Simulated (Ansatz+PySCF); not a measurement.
Values are calculated unless marked as measured or tabulated.
A run of Ansatz (development build ahead of 0.2.0) on quintet FeO at this shape:

```yaml
atoms:
  - { symbol: Fe, position_ang: [0.0000, 0.0000, 0.0000] }
  - { symbol: O, position_ang: [0.0000, 0.0000, 1.6160] }
```

Its results:

```yaml
Converged: yes
Total_energy: -1338.60720 hartree
Spin_squared_of_the_determinant: 6.122
Stability_test: minimum
```

Forces (eV/Å):
```json
{"atom": "Fe1", "Fx": "0.000", "Fy": "0.000", "Fz": "1.111"}
{"atom": "O2", "Fx": "0.000", "Fy": "0.000", "Fz": "-1.111"}
```

Question: Which input gives this output? Name the method, the orbitals and the basis set, and write the input.

Answer: ωB97X (unrestricted) in def2-SVP.

```yaml
crystal:
  periodic: [false, false, false]
  atoms:
    - { symbol: Fe, position_ang: [0.0, 0.0, 0.0] }
    - { symbol: O, position_ang: [0.0, 0.0, 1.616] }
basis:
  gaussian: { orbitals: def2-SVP }
magnetization:
  spin_polarized: true
  initial_magnetization: 4
hamiltonian:
  xc: { name: wB97X }
output:
  forces: true
```

Caution: another spin multiplicity may lie lower; the unrestricted determinant is spin contaminated.
